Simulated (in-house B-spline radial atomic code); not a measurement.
A fraction x of an electron is moved 3d → 4f in Rb II (Rb+), starting from [Ar] 3d10 4s2 4p6 and keeping the highest spin. All numbers are computed (scalar-relativistic (X2C) TPSSh, spin-polarised, spherical fractional occupations; Fermi nucleus of rms radius 4.2036 fm) with a B-spline radial code for spherical atoms, not measured.

Caution: exact exchange at fractional occupations of open shells leaves self-interaction of up to several eV.

```json
{"x": "0", "E(x) - E(0) (eV)": "0.0000", "3d down level (eV)": "-112.045", "4f up level (eV)": "-"}
{"x": "0.125", "E(x) - E(0) (eV)": "14.0278", "3d down level (eV)": "-115.019", "4f up level (eV)": "-1.477"}
{"x": "0.25", "E(x) - E(0) (eV)": "28.3925", "3d down level (eV)": "-117.982", "4f up level (eV)": "-1.682"}
{"x": "0.375", "E(x) - E(0) (eV)": "?", "3d down level (eV)": "?", "4f up level (eV)": "?"}
{"x": "0.5", "E(x) - E(0) (eV)": "58.1666", "3d down level (eV)": "-123.901", "4f up level (eV)": "-1.994"}
{"x": "0.625", "E(x) - E(0) (eV)": "73.5812", "3d down level (eV)": "-126.854", "4f up level (eV)": "-2.126"}
{"x": "0.75", "E(x) - E(0) (eV)": "?", "3d down level (eV)": "?", "4f up level (eV)": "?"}
{"x": "0.875", "E(x) - E(0) (eV)": "105.4707", "3d down level (eV)": "-132.759", "4f up level (eV)": "-2.366"}
{"x": "1", "E(x) - E(0) (eV)": "121.9472", "3d down level (eV)": "-135.711", "4f up level (eV)": "-2.478"}
```

Problem. What belongs in the row x = 0.375?

Solution. An energy change of 43.1042 eV; 3d down at -120.941 eV, 4f up at -1.848 eV.

Problem. What belongs in the row x = 0.75?

Solution. An energy change of 89.3489 eV; 3d down at -129.805 eV, 4f up at -2.248 eV.

Problem. Check Janak's theorem between x = 0.125 and 0.25.

Solution. The slope of the energy is 114.92 eV; the orbital levels give 114.92 eV (ε of the receiving orbital less ε of the emptying one, averaged over the two points).
